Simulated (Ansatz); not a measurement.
Forces on [Dy(NH3)6]3+ (DyN₆H₁₈³⁺) at its r2SCAN-D4/def2-SVP geometry. Charge 3, multiplicity 6.

In the def2 sets Dy takes a core potential; there is no spin–orbit coupling. With an open 4f shell the SCF may have ended on a state above the lowest.

LDA (SPW92)/def2-TZVP (Ansatz), largest force 0.22 eV/Å:

```xyz
25
positions Å, forces eV/Å
Dy    0.000    0.001   -0.001    0.001   -0.003    0.002
N     0.298    2.375   -0.664   -0.026   -0.174    0.049
H    -0.351    2.711   -1.392   -0.150   -0.021   -0.129
H     1.223    2.617   -1.050    0.185   -0.050   -0.053
H     0.175    3.067    0.090   -0.039    0.051    0.187
N    -0.290   -2.359    0.706    0.026    0.171   -0.049
H     0.419   -2.709    1.368    0.165    0.018    0.112
H    -0.264   -3.060   -0.051    0.016   -0.051   -0.190
H    -1.178   -2.573    1.186   -0.178    0.055    0.072
N    -1.035   -0.525   -2.212    0.095    0.048    0.190
H    -2.063   -0.455   -2.249   -0.184    0.039    0.092
H    -0.861   -1.476   -2.573    0.085   -0.190    0.016
H    -0.739    0.073   -2.998    0.112    0.156   -0.076
N     1.038    0.463    2.223   -0.093   -0.043   -0.192
H     0.613   -0.027    3.024   -0.142   -0.129    0.080
H     1.027    1.448    2.527   -0.047    0.198   -0.031
H     2.035    0.212    2.306    0.176   -0.076   -0.081
N    -2.239    0.585    0.899    0.164   -0.046   -0.072
H    -2.647    1.460    0.536    0.007    0.164   -0.117
H    -2.280    0.720    1.921    0.085    0.006    0.183
H    -2.986   -0.105    0.728   -0.066   -0.172   -0.072
N     2.229   -0.538   -0.951   -0.165    0.041    0.074
H     2.602   -1.469   -0.711   -0.019   -0.175    0.091
H     2.997    0.095   -0.679    0.072    0.156    0.097
H     2.278   -0.530   -1.982   -0.079    0.025   -0.183
```

r2SCAN-D4/def2-TZVP (Ansatz), largest force 0.45 eV/Å:

```
Dy 0.000 -0.001 0.002
N 0.050 0.423 -0.122
H 0.152 -0.109 0.183
H -0.228 -0.092 0.105
H 0.025 -0.200 -0.174
N -0.048 -0.423 0.129
H -0.165 0.113 -0.169
H -0.004 0.203 0.174
H 0.218 0.085 -0.126
N -0.180 -0.091 -0.384
H 0.256 -0.008 0.044
H -0.023 0.230 0.117
H -0.052 -0.131 0.220
N 0.182 0.080 0.385
H 0.081 0.108 -0.223
H -0.013 -0.239 -0.106
H -0.249 0.050 -0.055
N -0.395 0.106 0.163
H 0.128 -0.219 0.073
H 0.040 -0.039 -0.257
H 0.213 0.157 0.028
N 0.391 -0.097 -0.172
H -0.125 0.233 -0.044
H -0.216 -0.146 -0.051
H -0.039 0.006 0.259
```
